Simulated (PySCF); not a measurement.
Sb(OH)2(OMe) (CH5O3Sb), SMILES [OH][Sb]([O]C)[OH].

The structure is a stationary point at B3LYP-D3(BJ)/def2-SVP. The structure was generated by enumeration; whether it is a known compound was not checked. The def2 effective core potentials stand for the cores of Sb; spin–orbit coupling is left out. One conformer was computed; it need not be the lowest.

Method: B3LYP/def2-TZVP run with PySCF.

Isolated molecule, no solvent.

```json
{
 "total_energy": "-507.29117 hartree",
 "highest_occupied_level": "-7.66 eV",
 "lowest_empty_level": "-1.36 eV",
 "orbital_gap": "6.30 eV",
 "dipole_moment": "1.78 D",
 "quadrupole, principal values (traceless, Buckingham form, about the centre of nuclear charge)": "-7.56, 0.06, 7.50 D·Å",
 "mean_static_polarisability": "61.4 bohr³ (9.10 Å³)",
 "polarisability_principal_values": "57.6, 58.9, 67.7 bohr³"
}
```
